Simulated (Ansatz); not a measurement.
```yaml
crystal:
  periodic: [false, false, false]
  atoms:
    - {symbol: B, position_ang: [-0.999339, 0.129375, 2.151991]}
    - {symbol: P, position_ang: [-0.124386, -1.575508, 2.608364]}
    - {symbol: B, position_ang: [0.994054, -0.122532, 2.154861]}
    - {symbol: P, position_ang: [0.117978, 1.583790, 2.603642]}
    - {symbol: B, position_ang: [-0.490088, 1.656141, 0.756894]}
    - {symbol: P, position_ang: [-2.118900, 0.692485, 0.693367]}
    - {symbol: B, position_ang: [-1.654015, -0.490425, -0.761400]}
    - {symbol: P, position_ang: [-0.690555, -2.119227, -0.694565]}
    - {symbol: B, position_ang: [0.488232, -1.653722, 0.763359]}
    - {symbol: P, position_ang: [2.117192, -0.690247, 0.700778]}
    - {symbol: B, position_ang: [1.655857, 0.488001, -0.758892]}
    - {symbol: P, position_ang: [0.692260, 2.117013, -0.699614]}
    - {symbol: P, position_ang: [-1.576431, 0.117066, -2.608125]}
    - {symbol: B, position_ang: [-0.123352, -1.000125, -2.151960]}
    - {symbol: P, position_ang: [1.582847, -0.125369, -2.603853]}
    - {symbol: B, position_ang: [0.128658, 0.993285, -2.154850]}
basis:
  gaussian: {orbitals: def2-TZVP}
magnetization: {spin_polarized: true, initial_magnetization: 2}
hamiltonian: {xc: pbe0, dispersion: d4}
scf: {omitted_lower_state_checks: [starts]}
output: {orbitals: {seedname: orbitals}}
```

```sh
$ ansatz run in.yaml --threads 4 --pin off --events-out ev --progress --plain --max-ram 6963MiB
```

**Question.** Does this run fit into the memory that it is given?

**Answer.** No. It has 544 basis functions, and Ansatz plans for 12 GiB where 7 GiB are given.
